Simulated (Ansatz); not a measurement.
OZn (SMILES [O]=[Zn]), singlet, geometry from GFN2-xTB (such geometries of metal compounds can be far from the true shape); Ansatz (an electronic-structure program) with R2SCAN/STO-3G.

Ansatz was given this input:
Ansatz 0.2 input:
```yaml
crystal:
  periodic: [false, false, false]
  atoms:
    - {symbol: Zn, position_ang: [-0.00000000, -0.00000000, -0.33822725]}
    - {symbol: O, position_ang: [0.00000000, 0.00000000, 1.26835217]}
basis:
  gaussian:
    orbitals: STO-3G
    occupation: {up: {"A1": 10, "A2": 1, "B1": 4, "B2": 4}, down: {"A1": 10, "A2": 1, "B1": 4, "B2": 4}}
hamiltonian:
  xc: r2scan
```

Output, abridged:

```
Functional definition: r2SCAN
230 factors; integrals over basis functions are off by at most 4.7e-4 eV
mean field evaluation 1: about -49454.0312 eV, gradient 1.2e2 eV
mean field evaluation 2: about -49561.0290 eV, gradient 2.7e2 eV
mean field evaluation 4: about -49857.3907 eV, gradient 5.6e1 eV
mean field evaluation 8: about -49874.2155 eV, gradient 6.7e-1 eV
mean field evaluation 16: about -49874.2275 eV, gradient 2.4e-6 eV
a density is far from that of the atoms, so the factors are made again for it
244 factors; integrals over basis functions are off by at most 2.6e-5 eV
mean field -49874.22743689 eV, -1832.8440523402 hartree, gradient 1.5e-6 eV, S^2 0.000000; 0 other end points of the search recorded, 0 dependent functions left out
reference -49874.22744037 eV, -1832.8440524679 hartree; 19, 19 occupied and 4, 4 virtual orbitals, 244 factors
Total energy: -49874.22744037 eV, -1832.8440524679 hartree
```
